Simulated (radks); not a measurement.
Question: The mean radii <r> (bohr) of the occupied orbitals of an atom or ion are listed with their occupations. Method: non-relativistic Kohn-Sham, LB94 model potential, spin-polarised, spherical densities, point nucleus; computed with a radial shooting solver on a logarithmic mesh with Libxc functionals.

| orbital | occ. | <r> |
|---|---|---|
| 1s | 2 | 0.04488 |
| 2s | 2 | 0.1964 |
| 2p | 6 | 0.1690 |

Name the element and its charge. Open shells, if any, are filled with parallel spins first.

Answer: Z = 34, selenium, charge +24: Se24+ in [Ne]. The 1s radius gives Z: for a bare nucleus <r> = 1.5/Z, 0.04412 bohr for Z = 34, and screening makes it slightly larger (0.04488 here). The occupations add up to 10, and the charge is Z minus that.
